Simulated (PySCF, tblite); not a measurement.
Isomers of C4H9O2Si (doublet state), one GFN2-xTB conformer each. Single-point energies are computed at B3LYP/pcH-1 (PySCF, gas phase, no added dispersion term), electronic only. GFN2-xTB treats the open shell by occupation alone, and not every SCF solution was tested for stability.

| SMILES | GFN2-xTB relative energy (kcal/mol) |
| --- | --- |
| CCCC(=O)O[SiH2] | 0.0 |
| [CH2]CCC(=O)O[SiH3] | 16.0 |
| CC(=O)O[Si](C)C | 11.6 |

Conformers: `[CH3:1][CH2:2][CH2:3][C:4](=[O:5])[O:6][SiH2:7]` (doublet state) with C1–C2–C3–C4 -65°, C2–C3–C4–O5 120°, C3–C4–O6–Si7 179°, C4–O6–Si7–H -65° and 66°; `[CH2:1][CH2:2][CH2:3][C:4](=[O:5])[O:6][SiH3:7]` (doublet state) with H–C1–C2–C3 -177° and 1°, C1–C2–C3–C4 66°, C2–C3–C4–O5 68°, C3–C4–O6–Si7 177°; `[CH3:1][C:2](=[O:3])[O:4][Si:5]([CH3:6])[CH3:7]` (doublet state) with C1–C2–O4–Si5 179°, C2–O4–Si5–C6 62°.

**Question.** What does B3LYP/pcH-1 give for the same structures?

**Answer.** 
| SMILES | B3LYP/pcH-1 E (Eh) | B3LYP/pcH-1 (kcal/mol) | GFN2-xTB (kcal/mol) | point group |
| --- | --- | --- | --- | --- |
| CC(=O)O[Si](C)C | -597.85579 | 0.0 | 11.6 | – |
| CCCC(=O)O[SiH2] | -597.81634 | 24.8 | 0.0 | C1 |
| [CH2]CCC(=O)O[SiH3] | -597.80027 | 34.8 | 16.0 | C1 |

GFN2-xTB puts CCCC(=O)O[SiH2] lowest instead; measured from each level's own lowest isomer, the values differ by up to 24.8 kcal/mol (CCCC(=O)O[SiH2]: 0.0 against 24.8). As drawn, the lowest has an Si–C bond, which the highest lacks.

**Question.** What happens when harmonic zero-point energies from GFN2-xTB frequencies are added?

**Answer.** 
```json
{"SMILES": "CC(=O)O[Si](C)C", "ZPE (kcal/mol)": "77.4", "electronic (kcal/mol)": "0.0", "with ZPE (kcal/mol)": "0.0"}
{"SMILES": "CCCC(=O)O[SiH2]", "ZPE (kcal/mol)": "76.6", "electronic (kcal/mol)": "24.8", "with ZPE (kcal/mol)": "24.0"}
{"SMILES": "[CH2]CCC(=O)O[SiH3]", "ZPE (kcal/mol)": "72.2", "electronic (kcal/mol)": "34.8", "with ZPE (kcal/mol)": "29.6"}
```

The zero-point energies span 5.2 kcal/mol. The order is unchanged.
